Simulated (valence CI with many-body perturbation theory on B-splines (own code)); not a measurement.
Values are calculated unless marked as measured or tabulated.
# Level structure of Yb XLIX

Level of theory: configuration interaction combined with many-body perturbation theory (CI+MBPT): four valence electrons over a frozen Dirac-Fock core [Ar], radial functions for each j: 7 s, 7 p, 8 d, 6 f, 4 g, 1 h, with the one-electron correlation potential Σ1 (screened to all orders), the two-electron term Σ2, the three-electron term Σ3, Breit, model QED; selected single and double excitations, second order for the rest, scaled by the run's own slope (own B-spline code, finite nucleus).

The last digits are not significant, and no measured levels were compared; by estimate large intervals hold to a few tenths of a per cent, small ones and those within an open d or f shell to about a per cent. Only levels of the ground parity were solved; by the run's estimate the other parity begins above the list, which can be wrong where configurations are misplaced.

Levels 1 to 31 of 31, with energies above the lowest level, (3d3/2^4) J=0. "Leading %" is the weight of the configuration and term that name the level; weights of strongly mixed levels are sums over their largest components and can fall short, so below about 35 % the name and the second component can differ from the true leading terms, or belong to a minority configuration. In the jj column 3d3/2^4 stands for four electrons in 3d with j = 3/2.

| No. | Configuration | Term | J | E (cm⁻¹) | Leading % | Leading jj | Second component | g |
| --- | --- | --- | --- | --- | --- | --- | --- | --- |
| 1 | 3d⁴ | ³P | 0 | 0 | 60 | 3d3/2^4 (99 %) | 27 % 3d⁴ ⁵D |  |
| 2 | 3d⁴ | ⁵D | 1 | 384450 | 59 | 3d3/2^3 3d5/2 (99 %) | 41 % 3d⁴ ³P | 1.491 |
| 3 | 3d⁴ | ³F | 4 | 475360 | 29 | 3d3/2^3 3d5/2 (98 %) | 24 % 3d⁴ ¹G | 1.067 |
| 4 | 3d⁴ | ⁵D | 2 | 493250 | 38 | 3d3/2^3 3d5/2 (92 %) | 17 % 3d⁴ ³D | 1.215 |
| 5 | 3d⁴ | ³F | 3 | 520240 | 30 | 3d3/2^3 3d5/2 (94 %) | 20 % 3d⁴ ⁵D | 1.129 |
| 6 | 3d⁴ | ⁵D | 0 | 834630 | 66 | 3d3/2^2 3d5/2^2 (98 %) | 22 % 3d⁴ ¹S |  |
| 7 | 3d⁴ | ⁵D | 2 | 843170 | 49 | 3d3/2^2 3d5/2^2 (94 %) | 18 % 3d⁴ ³F | 1.247 |
| 8 | 3d⁴ | ³H | 4 | 856340 | 40 | 3d3/2^2 3d5/2^2 (98 %) | 37 % 3d⁴ ⁵D | 1.144 |
| 9 | 3d⁴ | ⁵D | 3 | 871420 | 49 | 3d3/2^2 3d5/2^2 (93 %) | 33 % 3d⁴ ³G | 1.165 |
| 10 | 3d⁴ | ³H | 5 | 901020 | 67 | 3d3/2^2 3d5/2^2 (100 %) | 33 % 3d⁴ ³G | 1.078 |
| 11 | 3d⁴ | ¹I | 6 | 922930 | 52 | 3d3/2^2 3d5/2^2 (99 %) | 48 % 3d⁴ ³H | 1.070 |
| 12 | 3d⁴ | ³P | 1 | 935800 | 42 | 3d3/2^2 3d5/2^2 (96 %) | 40 % 3d⁴ ³D | 1.088 |
| 13 | 3d⁴ | ³F | 3 | 963440 | 44 | 3d3/2^2 3d5/2^2 (97 %) | 25 % 3d⁴ ³D | 1.073 |
| 14 | 3d⁴ | ³G | 4 | 964490 | 55 | 3d3/2^2 3d5/2^2 (98 %) | 39 % 3d⁴ ¹G | 1.028 |
| 15 | 3d⁴ | ³D | 2 | 978250 | 32 | 3d3/2^2 3d5/2^2 (97 %) | 32 % 3d⁴ ³F | 1.083 |
| 16 | 3d⁴ | ³F | 2 | 1072200 | 50 | 3d3/2^2 3d5/2^2 (96 %) | 28 % 3d⁴ ³P | 0.977 |
| 17 | 3d⁴ | ³F | 4 | 1111600 | 66 | 3d3/2^2 3d5/2^2 (95 %) | 25 % 3d⁴ ¹G | 1.187 |
| 18 | 3d⁴ | ¹D | 2 | 1203100 | 39 | 3d3/2^2 3d5/2^2 (93 %) | 35 % 3d⁴ ³P | 1.144 |
| 19 | 3d⁴ | ³P | 0 | 1309800 | 60 | 3d3/2^2 3d5/2^2 (75 %) | 40 % 3d⁴ ¹S |  |
| 20 | 3d⁴ | ⁵D | 4 | 1311800 | 36 | 3d3/2 3d5/2^3 (94 %) | 24 % 3d⁴ ³H | 1.153 |
| 21 | 3d⁴ | ³F | 3 | 1321100 | 44 | 3d3/2 3d5/2^3 (97 %) | 28 % 3d⁴ ⁵D | 1.181 |
| 22 | 3d⁴ | ³D | 1 | 1359500 | 52 | 3d3/2 3d5/2^3 (97 %) | 28 % 3d⁴ ³P | 0.975 |
| 23 | 3d⁴ | ³G | 5 | 1364500 | 67 | 3d3/2 3d5/2^3 (100 %) | 33 % 3d⁴ ³H | 1.135 |
| 24 | 3d⁴ | ³H | 6 | 1370100 | 52 | 3d3/2 3d5/2^3 (99 %) | 48 % 3d⁴ ¹I | 1.077 |
| 25 | 3d⁴ | ³F | 2 | 1428000 | 47 | 3d3/2 3d5/2^3 (94 %) | 39 % 3d⁴ ³P | 1.059 |
| 26 | 3d⁴ | ³D | 3 | 1443100 | 37 | 3d3/2 3d5/2^3 (98 %) | 33 % 3d⁴ ¹F | 1.087 |
| 27 | 3d⁴ | ¹S | 0 | 1510000 | 78 | 3d3/2 3d5/2^3 (70 %) | 17 % 3d⁴ ³P |  |
| 28 | 3d⁴ | ³F | 3 | 1554900 | 65 | 3d3/2 3d5/2^3 (100 %) | 32 % 3d⁴ ¹F | 1.055 |
| 29 | 3d⁴ | ³P | 1 | 1558900 | 90 | 3d3/2 3d5/2^3 (98 %) | 8 % 3d⁴ ³D | 1.408 |
| 30 | 3d⁴ | ¹G | 4 | 1561600 | 67 | 3d3/2 3d5/2^3 (97 %) | 23 % 3d⁴ ³F | 1.044 |
| 31 | 3d⁴ | ¹D | 2 | 1593400 | 64 | 3d3/2 3d5/2^3 (87 %) | 25 % 3d⁴ ³P | 1.107 |

The ionisation energy to 3d³ ⁴F3/2 of the next ion comes out as 4238.5 eV (NIST: 4238 ± 4 eV (theoretical)). All 31 levels together are meant to be complete up to 1657300 cm⁻¹.
